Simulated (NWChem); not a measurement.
# SrO; SMILES [O]=[Sr]

All runs: NWChem. Structure relaxed at the PBE0-D3(BJ)/def2-TZVP level. def2 effective core potentials on Sr; no spin-orbit coupling. Vertical excitations in the gas phase; the lowest state need not have the same character in each row.

```csv
level,basis functions,"lowest excitation, singlet (eV)","lowest state with f > 0.02, singlet (eV)",orbital gap (eV),relative time
"PBE/def2-SVP, TDA",37,1.63,1.63,1.36,1
"PBE/def2-SVPD, TDA",49,1.72,1.72,1.44,2
"PBE/def2-TZVP, TDA",64,1.64,1.65,1.31,3
"PBE/def2-TZVPD, TDA",73,1.66,1.69,1.35,4
```

The last column is a rough cost ratio, cheapest run = 1.
